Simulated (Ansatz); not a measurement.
`O[Si](O)(F)F` + F• → `[O][Si](O)(F)F`• + H–F  (hydrogen abstraction from the O–H bond)

Isolated molecules relaxed with PBE0-D4/def2-TZVP in Ansatz; ΔE leaves out vibrations. CBS: MP2 limit from def2 TZ/QZ plus the TZ coupled-cluster correction, frozen cores. This one scheme is used for every species, atoms too. DFT in def2-TZVPP. Open shells (•) are unrestricted, without spin–orbit coupling. Spin–orbit coupling would lower the free atoms: a little for F. Each species was taken in one conformer, which may not be the lowest.

Task: Is it downhill or uphill in electronic energy at CCSD(T)/CBS, and by how much? (Best estimate.)

Result: The calculation gave: Downhill: ΔE = -42.3 kJ/mol.

Task: What do these levels give: PBE-D4, PBE0-D4, HF/def2-TZVPP, MP2/def2-QZVPP, SCS-MP2/def2-QZVPP, MP2/CBS(def2)? (An estimate is asked.)

Result: The calculation gave: PBE-D4 -65.5, PBE0-D4 -42.7, HF/def2-TZVPP -7.0, MP2/def2-QZVPP -39.7, SCS-MP2/def2-QZVPP -36.8, MP2/CBS(def2) -41.3 kJ/mol.

Largest T1 diagnostic among the species: 0.014.

Leaving LDA and LC-ωPBE aside and taking each functional with its dispersion term where it has one, the values, not all of them listed here, spread over 37.2 kJ/mol, from BLYP-D4 to BHLYP-D4. LDA lies −11.7 kJ/mol from PBE without D4. At CCSD(T), def2-SVP lies +23.2 kJ/mol from the extrapolated value and def2-TZVPP +4.6 kJ/mol. From r2SCAN to r2SCAN0 (25 % exact exchange), in def2-TZVPP and without D4, ΔE moves by +14.9 kJ/mol.
